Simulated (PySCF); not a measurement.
C₆H₁₂N₂.
SMILES with atom numbers: `[NH2:1][C@@H:2]1[C@H:3]2[CH2:4][CH2:5][C@@H:6]([NH2:7])[C@@H:8]12` (hydrogens: H9, H10 on N1; H11 on C2; H12 on C3; H13, H14 on C4; H15, H16 on C5; H17 on C6; H18, H19 on N7; H20 on C8)

The same species was optimised twice, with GFN2-xTB and with PBE0-D3(BJ)/def2-SVP (PySCF), and the same property calculations (PySCF, gas phase) were run on both structures.

```
  coordinate  GFN2-xTB  PBE0-D3(BJ)/def2-SVP  change
   C3–C8 (Å)     1.506                 1.513  +0.007
   C2–C8 (Å)     1.513                 1.509  -0.004
   C6–N7 (Å)     1.457                 1.454  -0.003
   C5–C6 (Å)     1.541                 1.538  -0.003
   C2–C3 (Å)     1.496                 1.494  -0.002
   C3–C4 (Å)     1.513                 1.515  +0.002
   N1–C2 (Å)     1.433                 1.432  -0.001
   C4–C5 (Å)     1.533                 1.533   0.000
   C6–C8 (Å)     1.516                 1.517  +0.001
N7–C6–C8 (°)     111.3                 112.8    +1.5
C5–C6–N7 (°)     110.0                 111.2    +1.2
C2–C8–C6 (°)     116.7                 117.9    +1.2
C2–C3–C4 (°)     117.6                 118.3    +0.7
N1–C2–C3 (°)     119.3                 118.7    -0.6
C3–C4–C5 (°)     104.9                 104.4    -0.5
C5–C6–C8 (°)     104.6                 104.2    -0.4
C3–C2–C8 (°)      60.0                  60.5    +0.5
```

Rotational constants: A = 3023, B = 1887, C = 1355 MHz (GFN2-xTB) against A = 3045, B = 1853, C = 1338 MHz (PBE0-D3(BJ)/def2-SVP). Point groups within 0.08 Å: C1 and C1.

On the GFN2-xTB structure: HOMO (eV) -6.07 [PBE0/pcSseg-1]; LUMO (eV) 1.36 [PBE0/pcSseg-1]; dipole (D) 2.39 [PBE0/pcSseg-1]; GIAO shielding of N1 (ppm) 223.2 [PBE0/pcSseg-1]; GIAO shielding of C2 (ppm) 150.9 [PBE0/pcSseg-1]; GIAO shielding of C3 (ppm) 157.1 [PBE0/pcSseg-1]; GIAO shielding of C4 (ppm) 154.9 [PBE0/pcSseg-1]; GIAO shielding of C5 (ppm) 150.8 [PBE0/pcSseg-1]; GIAO shielding of C6 (ppm) 128.8 [PBE0/pcSseg-1]; GIAO shielding of N7 (ppm) 217.3 [PBE0/pcSseg-1]; GIAO shielding of C8 (ppm) 147.3 [PBE0/pcSseg-1].

What do these properties become on the PBE0-D3(BJ)/def2-SVP structure?

```json
{"property": "HOMO (eV)", "level": "PBE0/pcSseg-1", "on GFN2-xTB": "-6.07", "on PBE0-D3(BJ)/def2-SVP": "-6.17", "change": "-0.10"}
{"property": "LUMO (eV)", "level": "PBE0/pcSseg-1", "on GFN2-xTB": "1.36", "on PBE0-D3(BJ)/def2-SVP": "1.31", "change": "-0.05"}
{"property": "dipole (D)", "level": "PBE0/pcSseg-1", "on GFN2-xTB": "2.39", "on PBE0-D3(BJ)/def2-SVP": "2.49", "change": "+0.10"}
{"property": "energy, GFN2-xTB geometry as zero (kcal/mol)", "level": "PBE0/pcSseg-1", "on GFN2-xTB": "0.0", "on PBE0-D3(BJ)/def2-SVP": "-0.7", "change": "-0.7"}
{"property": "GIAO shielding of N1 (ppm)", "level": "PBE0/pcSseg-1", "on GFN2-xTB": "223.2", "on PBE0-D3(BJ)/def2-SVP": "221.7", "change": "-1.5"}
{"property": "GIAO shielding of C2 (ppm)", "level": "PBE0/pcSseg-1", "on GFN2-xTB": "150.9", "on PBE0-D3(BJ)/def2-SVP": "151.7", "change": "+0.8"}
{"property": "GIAO shielding of C3 (ppm)", "level": "PBE0/pcSseg-1", "on GFN2-xTB": "157.1", "on PBE0-D3(BJ)/def2-SVP": "156.0", "change": "-1.1"}
{"property": "GIAO shielding of C4 (ppm)", "level": "PBE0/pcSseg-1", "on GFN2-xTB": "154.9", "on PBE0-D3(BJ)/def2-SVP": "154.3", "change": "-0.6"}
{"property": "GIAO shielding of C5 (ppm)", "level": "PBE0/pcSseg-1", "on GFN2-xTB": "150.8", "on PBE0-D3(BJ)/def2-SVP": "150.2", "change": "-0.6"}
{"property": "GIAO shielding of C6 (ppm)", "level": "PBE0/pcSseg-1", "on GFN2-xTB": "128.8", "on PBE0-D3(BJ)/def2-SVP": "128.8", "change": "0.0"}
{"property": "GIAO shielding of N7 (ppm)", "level": "PBE0/pcSseg-1", "on GFN2-xTB": "217.3", "on PBE0-D3(BJ)/def2-SVP": "218.3", "change": "+1.0"}
{"property": "GIAO shielding of C8 (ppm)", "level": "PBE0/pcSseg-1", "on GFN2-xTB": "147.3", "on PBE0-D3(BJ)/def2-SVP": "147.0", "change": "-0.3"}
```

The heavy atoms differ by 0.039 Å rms after alignment. Among bonds between heavy atoms C3–C8 changes most (+0.007 Å). Changes are differences of the printed values. Neither structure is proved a minimum here.
